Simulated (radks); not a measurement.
Question: La3+, 54 electrons, occupied as [Xe]. Calculated with a radial shooting solver on a logarithmic mesh with Libxc functionals: scalar-relativistic Kohn-Sham, SOGGA, spin-unpolarised, spherical densities, point nucleus. Some entries of the table are withheld. Estimate them.

| orbital | occ. | eigenvalue (hartree) | r(max) (bohr) | <r> (bohr) |
|---|---|---|---|---|
| 1s | 2 | -1424.322 | 0.01608 | 0.02508 |
| 2s | 2 | -227.4698 | 0.09097 | (1) |
| 2p | 6 | -203.9879 | 0.07314 | 0.09426 |
| 3s | 2 | -49.31969 | 0.2605 | 0.2853 |
| 3p | 6 | (2) | 0.2549 | 0.2833 |
| 3d | 10 | -31.04385 | 0.2101 | (3) |
| 4s | 2 | -10.63469 | 0.6083 | 0.6542 |
| 4p | 6 | -8.19552 | 0.6354 | 0.6931 |
| 4d | 10 | -4.66601 | 0.6717 | 0.7673 |
| 5s | 2 | -2.26427 | 1.404 | 1.540 |
| 5p | 6 | -1.64195 | 1.574 | 1.754 |
| 4f | 0 | -1.00134 | 0.7418 | 1.116 |
| 5d | 0 | -0.85374 | 2.041 | (4) |
| 6s | 0 | -0.73853 | 3.231 | 3.431 |

Answer: 
(1) 2s <r> (bohr): 0.1075
(2) 3p eigenvalue (hartree): -41.82204
(3) 3d <r> (bohr): 0.2600
(4) 5d <r> (bohr): 2.376
